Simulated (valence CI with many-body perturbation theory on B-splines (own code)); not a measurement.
Values are calculated unless marked as measured or tabulated.
## Level structure of Ar XII

Level of theory: relativistic CI+MBPT: five valence electrons over a frozen Dirac-Fock core [He], a basis of 9 s, 9 p, 8 d, 6 f, 3 g, 1 h functions for each j, with the one-electron correlation potential Σ1 (screened to all orders), the two-electron term Σ2, the three-electron term Σ3, Breit, model QED; selected single and double excitations, second order for the rest, scaled by the run's own slope (own B-spline code, finite nucleus).

No measured levels were compared; by estimate levels of excited configurations hold to 0.05 to 0.15 % of their energy, terms of the ground configuration to about 0.5 %. Among the levels kept, up to 2400 cm⁻¹ of a level comes from second order outside the variational space, and about a tenth of that is noise between levels of different J, which matters for small intervals.

Levels 1 to 45 of 77, with energies above the lowest level, 2s2 2p3 4S°_3/2. "Leading %" is the weight of the configuration and term that name the level; weights of strongly mixed levels are sums over their largest components and can fall short. In the jj column 3d3/2^4 stands for four electrons in 3d with j = 3/2.

```
No.  Configuration  Term    J  E (× 10³ cm⁻¹)  Leading %                     Leading jj      g     Second component
  1        2s2 2p3   4S°  3/2            0.00         99      2s^2 2p1/2 2p3/2^2 (53 %)  1.994                     
  2        2s2 2p3   2D°  3/2           95.14         93      2s^2 2p1/2^2 2p3/2 (45 %)  0.837      7 % 2s2 2p3 2P°
  3        2s2 2p3   2D°  5/2           98.46        100     2s^2 2p1/2 2p3/2^2 (100 %)  1.199                     
  4        2s2 2p3   2P°  1/2          149.59         98      2s^2 2p1/2 2p3/2^2 (98 %)  0.664                     
  5        2s2 2p3   2P°  3/2          154.45         90            2s^2 2p3/2^3 (72 %)  1.300      7 % 2s2 2p3 2D°
  6         2s 2p4    4P  5/2          446.07         99      2s 2p1/2^2 2p3/2^2 (72 %)  1.598                     
  7         2s 2p4    4P  3/2          458.24        100        2s 2p1/2 2p3/2^3 (87 %)  1.733                     
  8         2s 2p4    4P  1/2          464.20         99              2s 2p3/2^4 (39 %)  2.666                     
  9         2s 2p4    2D  3/2          614.33         99        2s 2p1/2 2p3/2^3 (62 %)  0.801                     
 10         2s 2p4    2D  5/2          614.94         99        2s 2p1/2 2p3/2^3 (71 %)  1.200                     
 11         2s 2p4    2S  1/2          716.03         93      2s 2p1/2^2 2p3/2^2 (71 %)  1.921        6 % 2s 2p4 2P
 12         2s 2p4    2P  3/2          746.44         99        2s 2p1/2 2p3/2^3 (51 %)  1.330                     
 13         2s 2p4    2P  1/2          762.52         93        2s 2p1/2 2p3/2^3 (60 %)  0.747        6 % 2s 2p4 2S
 14            2p5   2P°  3/2          1167.2         97         2p1/2^2 2p3/2^3 (97 %)  1.333                     
 15            2p5   2P°  1/2          1186.9         97           2p1/2 2p3/2^4 (97 %)  0.664                     
 16     2s2 2p2 3s    4P  1/2          2864.7         94         2s^2 2p1/2^2 3s (60 %)  2.621                     
 17     2s2 2p2 3s    4P  3/2          2873.2         95     2s^2 2p1/2 2p3/2 3s (93 %)  1.726                     
 18     2s2 2p2 3s    4P  5/2          2883.8         95         2s^2 2p3/2^2 3s (51 %)  1.592                     
 19     2s2 2p2 3s    2P  1/2          2896.5         95     2s^2 2p1/2 2p3/2 3s (78 %)  0.716                     
 20     2s2 2p2 3s    2P  3/2          2909.1         92     2s^2 2p1/2 2p3/2 3s (57 %)  1.314    4 % 2s2 2p2 3s 2D
 21     2s2 2p2 3s    2D  5/2          2955.6         95     2s^2 2p1/2 2p3/2 3s (51 %)  1.207                     
 22     2s2 2p2 3s    2D  3/2          2956.4         93         2s^2 2p3/2^2 3s (53 %)  0.824    4 % 2s2 2p2 3s 2P
 23     2s2 2p2 3p   2S°  1/2          2982.1         77      2s^2 2p1/2^2 3p1/2 (37 %)  1.811   9 % 2s2 2p2 3p 4D°
 24     2s2 2p2 3p   4D°  1/2          2990.7         85  2s^2 2p1/2 2p3/2 3p1/2 (41 %)  0.235  11 % 2s2 2p2 3p 2S°
 25     2s2 2p2 3p   4D°  3/2          2994.4         89  2s^2 2p1/2 2p3/2 3p1/2 (51 %)  1.236   6 % 2s2 2p2 3p 4P°
 26     2s2 2p2 3p   4D°  5/2          3002.4         91  2s^2 2p1/2 2p3/2 3p3/2 (74 %)  1.382   5 % 2s2 2p2 3p 4P°
 27     2s2 2p2 3p   4P°  1/2          3009.1         89  2s^2 2p1/2 2p3/2 3p3/2 (46 %)  2.586   6 % 2s2 2p2 3p 2S°
 28     2s2 2p2 3p   4P°  3/2          3009.4         79  2s^2 2p1/2 2p3/2 3p1/2 (34 %)  1.632   6 % 2s2 2p2 3p 4D°
 29     2s2 2p2 3p   4D°  7/2          3012.1         95      2s^2 2p3/2^2 3p3/2 (52 %)  1.423                     
 30     2s2 2p2 3p   4P°  5/2          3015.8         76  2s^2 2p1/2 2p3/2 3p3/2 (36 %)  1.522  15 % 2s2 2p2 3p 2D°
 31     2s2 2p2 3p   2D°  3/2          3023.5         89  2s^2 2p1/2 2p3/2 3p3/2 (73 %)  0.874   7 % 2s2 2p2 3p 4P°
 32     2s2 2p2 3s    2S  1/2          3034.2         93         2s^2 2p3/2^2 3s (74 %)  1.999                     
 33     2s2 2p2 3p   4S°  3/2          3036.9         78  2s^2 2p1/2 2p3/2 3p3/2 (30 %)  1.971   12 % 2s 2p3 3s 4S°
 34     2s2 2p2 3p   2D°  5/2          3037.8         79      2s^2 2p3/2^2 3p3/2 (67 %)  1.251  15 % 2s2 2p2 3p 4P°
 35     2s2 2p2 3p   2P°  3/2          3048.5         93  2s^2 2p1/2 2p3/2 3p3/2 (40 %)  1.339                     
 36     2s2 2p2 3p   2P°  1/2          3049.5         91      2s^2 2p3/2^2 3p3/2 (54 %)  0.696                     
 37     2s2 2p2 3p   2F°  5/2          3085.4         93  2s^2 2p1/2 2p3/2 3p1/2 (34 %)  0.872                     
 38     2s2 2p2 3p   2F°  7/2          3089.2         96  2s^2 2p1/2 2p3/2 3p3/2 (53 %)  1.147                     
 39      2s 2p3 3s   6S°  5/2          3092.9         99     2s 2p1/2 2p3/2^2 3s (55 %)  1.999                     
 40     2s2 2p2 3p   2D°  3/2          3111.1         86  2s^2 2p1/2 2p3/2 3p1/2 (37 %)  0.850   7 % 2s2 2p2 3p 2P°
 41     2s2 2p2 3p   2D°  5/2          3112.1         94  2s^2 2p1/2 2p3/2 3p3/2 (53 %)  1.197                     
 42     2s2 2p2 3p   2P°  1/2          3127.7         97  2s^2 2p1/2 2p3/2 3p3/2 (80 %)  0.666                     
 43     2s2 2p2 3p   2P°  3/2          3137.6         88      2s^2 2p3/2^2 3p3/2 (63 %)  1.303   5 % 2s2 2p2 3p 2D°
 44     2s2 2p2 3d    4F  3/2          3142.3         90      2s^2 2p1/2^2 3d3/2 (53 %)  0.458    4 % 2s2 2p2 3d 4D
 45     2s2 2p2 3d    4F  5/2          3146.3         87  2s^2 2p1/2 2p3/2 3d3/2 (49 %)  1.061    9 % 2s2 2p2 3d 4D
```

The ionisation energy to 2s2 2p2 3P_0 of the next ion comes out as 618.63 eV (NIST: 619 ± 0.4 eV (semi-empirical)). All 77 levels together are meant to be complete up to 3278.9 × 10³ cm⁻¹.
